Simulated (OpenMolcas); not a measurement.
An OpenMolcas run meant for Gd IV (ANO-RCC-VDZP, DKH3; inactive shells 1s 2s 2p 3s 3p 3d 4s 4p 4d 5s 5p; intended active space 7 electrons in 7 orbitals (4f)). One step of its input:

```
&CASPT2
Multistate=1 1
Frozen=34 29
IPEA=0.25
Imaginary=0.1
MaxIter=60
WThr=0.0 0.3 0.05
PrWF=0.5
NoMix
```

Lines from the output:

```
|       MOLCAS_SOURCE = <dir>
  |    MOLCAS_STRUCTURE = 0
  |
   --------------------------------------------------------------------------------------
++ ---------   Input file   ---------
>>> COPY JOB001 $Project.JobIph
&CASPT2
Multistate=1 1
Frozen=34 29
IPEA=0.25
Imaginary=0.1
MaxIter=60
WThr=0.0 0.3 0.05
PrWF=0.5
NoMix
-- ----------------------------------
>>> COPY JOB001 a.JobIph
*** symbolic link created: INPORB -> a.RasOrb
--- Start Module: caspt2 at  ---
()()()()()()()()()()()()()()()()()()()()()()()()()()()()()()()()()()()()()()()()()()()()()()()()()()
                                              &CASPT2
                                   only a single process is used
                       available to each process: 2.3 GB of memory, 1 thread
()()()()()()()()()()()()()()()()()()()()()()()()()()()()()()()()()()()()()()()()()()()()()()()()()()
 ###    WARNING: User changed nr of frozen orbitals.                         ###
 ###    ERROR: Too many frozen orbitals!                                     ###
--- Stop Module: caspt2 at  /rc=_RC_INPUT_ERROR_ ---
.####################.
.# User input error #.
.####################.
```

**Question.** What is wrong with the input?

**Answer.** More orbitals are frozen than there are inactive ones.
